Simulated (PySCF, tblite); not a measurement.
Isomers of C6H7NS. All values are computed: GFN2-xTB (tblite) harmonic vibrations without scaling, gas phase. The method is semi-empirical: single wavenumbers can be off by several per cent or more. Modes of hydrogen on sulfur can be 10 to 20 % off. One conformer each.

Electronic energies: PBE0/pcSseg-1 single points on the GFN2-xTB geometries (PySCF, gas phase).

| SMILES | electronic energy, lowest = 0 (kcal/mol) |
| --- | --- |
| N#CC[C@H]1CC=CS1 | 22.5 |
| Cc1cc(S)ccn1 | 0.0 |
| CSc1ccncc1 | 5.3 |

Question: How do GFN2-xTB zero-point energies change the relative energies?

Answer: 
```csv
SMILES,ZPE (kcal/mol),of it from modes above 1550 cm⁻¹,electronic (kcal/mol),"with ZPE, lowest = 0 (kcal/mol)",lowest mode (cm⁻¹),rings
Cc1cc(S)ccn1,69.8,31.9,0.0,0.0,39,1
CSc1ccncc1,71.3,32.9,5.3,6.8,51,1
N#CC[C@H]1CC=CS1,71.5,36.0,22.5,24.2,60,1
```

The zero-point energies span 1.7 kcal/mol, from `Cc1cc(S)ccn1` to `N#CC[C@H]1CC=CS1`. The order is unchanged.

Question: And how do the electronic energies of GFN2-xTB itself compare?

Answer: `Cc1cc(S)ccn1` 0.0; `CSc1ccncc1` 9.1; `N#CC[C@H]1CC=CS1` 31.8 kcal/mol, lowest = 0. Against the energies above, taken from the same isomer `Cc1cc(S)ccn1`, the largest difference is 9.3 kcal/mol.

Question: What do entropy and thermal enthalpy add at 298.15 K and 1 bar (rigid rotor, harmonic oscillator, one conformer each)?

Answer: 
| SMILES | point group | symmetry number | S (cal/(mol K)) | H − H(0) (kcal/mol) | ZPE + H − H(0) − TS (kcal/mol) |
| --- | --- | --- | --- | --- | --- |
| Cc1cc(S)ccn1 | Cs | 1 | 89.4 | 5.67 | 48.8 |
| CSc1ccncc1 | Cs | 1 | 87.5 | 5.46 | 50.7 |
| N#CC[C@H]1CC=CS1 | C1 | 1 | 88.8 | 5.54 | 50.5 |
